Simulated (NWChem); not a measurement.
System: CH6SSi; SMILES CS[SiH3]

```xyz
9

Si     0.1535     1.3469     0.0002
S     -0.7195    -0.6072     0.0002
C      0.7891    -1.6297     0.0013
H     -0.9884     2.3054    -0.0010
H      1.0051     1.5672     1.2110
H      1.0071     1.5664    -1.2092
H      1.3956    -1.4546    -0.8989
H      0.4581    -2.6771     0.0029
H      1.3961    -1.4520     0.9007
```
Atoms are numbered in this order, from 1.

Results from NWChem. Pople sets run with spherical d functions. All runs use the structure optimised with PBE0/def2-SVP. GIAO values for the isolated, static molecule; σ is the absolute isotropic shielding, δ = σ(reference) − σ with the isolated reference molecule computed at the same levels (13C: tetramethylsilane, 1H: tetramethylsilane, 29Si: tetramethylsilane).

```tsv
level	δ Si1 (ppm)	σ S2 (ppm)	δ C3 (ppm)	δ H4 (rotor mean) (ppm)	δ H7 (rotor mean) (ppm)
KT2/pcSseg-1	-48.8	710.9	16.4	4.61	1.96
B3LYP/6-31G*	(withheld)	(withheld)	(withheld)	4.54	(withheld)
PBE0/pcSseg-1	-46.3	722.7	15.5	4.54	1.92
```

### Question
What belongs in the gaps?

### Answer

- B3LYP/6-31G*, δ Si1 (ppm): -16.9
- B3LYP/6-31G*, σ S2 (ppm): 730.6
- B3LYP/6-31G*, δ C3 (ppm): 14.2
- B3LYP/6-31G*, δ H7 (rotor mean) (ppm): 1.87
